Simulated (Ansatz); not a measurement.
Computed with Ansatz on PBE0-D4/def2-TZVP structures; ΔE is electronic, products minus reactants. CCSD(T)/CBS is the MP2 limit (def2-TZVPP, def2-QZVPP) plus CCSD(T) − MP2 in def2-TZVPP, frozen cores. DFT in def2-TZVPP. B3LYP here is the variant with VWN-RPA as its local correlation; programs differ in this. For Ga, Ge outer-core shells are correlated without core-valence functions, which leaves a few kJ/mol of doubt a bond. Scalar relativity is left out up to krypton. Each species was taken in one conformer, which may not be the lowest.

Reaction (redistribution): `CC[O][Ga]([F])[Cl]` + `C[O][GeH]([OH])[O]C` → `[OH][Ga]([F])[Cl]` + `CC[O][GeH]([O]C)[O]C`

| level | ΔE (kJ/mol) |
| --- | --- |
| r2SCAN-D4 | 2.3 |
| B3LYP-D4 | 2.1 |
| r2SCAN | 2.8 |
| MP2/def2-TZVPP | -0.3 |
| SCS-MP2/def2-TZVPP | -0.5 |
| HF/def2-QZVPP | -1.6 |
| MP2/def2-QZVPP | 0.1 |
| MP2/CBS(def2) | 0.6 |

Problem. What does CCSD(T)/CBS give? (Best estimate.)

Solution. The calculation gave: +1.2 kJ/mol. The listed levels differ from it by 1.1, 0.9, 1.6, -1.5, -1.7, -2.8, -1.1, -0.6 kJ/mol.

Largest T1 diagnostic among the species: 0.014.
